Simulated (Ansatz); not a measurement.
Consider the formal exchange of groups at the Al–B bond: `[BH2][Al]([CH3])[CH3]` + `C=C` → `C=[CH][Al]([CH3])[CH3]` + BH₃.

Gas-phase electronic energies from Ansatz, PBE0-D4/def2-TZVP geometries. CCSD(T)/CBS adds triple-zeta CCSD(T) − MP2 to the extrapolated MP2 energy (def2 sets, frozen cores). This one scheme is used for every species. DFT in def2-TZVPP. B3LYP here is the variant with VWN-RPA as its local correlation; programs differ in this. HSE06 is defined as in plane-wave codes. Each species was taken in one conformer, which may not be the lowest.

```
             level  ΔE (kJ/mol)  difference from CCSD(T)/CBS
       LDA (SPW92)        -25.3                         11.9
            PBE-D4        -27.2                         10.0
         revPBE-D4        -29.8                          7.4
           BLYP-D4        -36.3                          0.9
         r2SCAN-D4        -35.1                          2.1
            B97M-V        -35.2                          2.0
           PBE0-D4        -30.7                          6.5
          B3LYP-D4        -38.0                         -0.8
        r2SCANh-D4        -35.9                          1.3
        r2SCAN0-D4        -36.8                          0.4
          HSE06-D4        -30.6                          6.6
          BHLYP-D4        -41.4                         -4.2
      CAM-B3LYP-D4        -38.6                         -1.4
            B2PLYP        -39.0                         -1.8
          PBE-QIDH        -37.0                          0.2
               PBE        -23.9                         13.3
            revPBE        -22.5                         14.7
              BLYP        -29.8                          7.4
            r2SCAN        -34.1                          3.1
              PBE0        -27.8                          9.4
             B3LYP        -32.9                          4.3
           r2SCANh        -34.8                          2.4
           r2SCAN0        -35.6                          1.6
             BHLYP        -37.3                         -0.1
         CAM-B3LYP        -35.6                          1.6
           LC-ωPBE        -30.5                          6.7
RPA@PBE/def2-TZVPP        -39.7                         -2.5
      MP2/def2-SVP        -43.5                         -6.3
     CCSD/def2-SVP        -33.0                          4.2
  CCSD(T)/def2-SVP        -34.0                          3.2
     HF/def2-TZVPP        -39.7                         -2.5
    MP2/def2-TZVPP        -47.6                        -10.4
SCS-MP2/def2-TZVPP        -45.2                         -8.0
   CCSD/def2-TZVPP        -36.5                          0.7
CCSD(T)/def2-TZVPP        -37.8                         -0.6
     HF/def2-QZVPP        -39.9                         -2.7
    MP2/def2-QZVPP        -47.4                        -10.2
SCS-MP2/def2-QZVPP        -44.8                         -7.6
      HF/CBS(def2)        -40.0                         -2.8
     MP2/CBS(def2)        -47.0                         -9.8
       CCSD(T)/CBS        -37.2                            0
```

Largest T1 diagnostic among the species: 0.011.

From PBE to PBE0 (25 % exact exchange), in def2-TZVPP and without D4, ΔE moves by −3.9 kJ/mol. At CCSD(T), def2-SVP lies +3.2 kJ/mol from the extrapolated value and def2-TZVPP −0.6 kJ/mol.
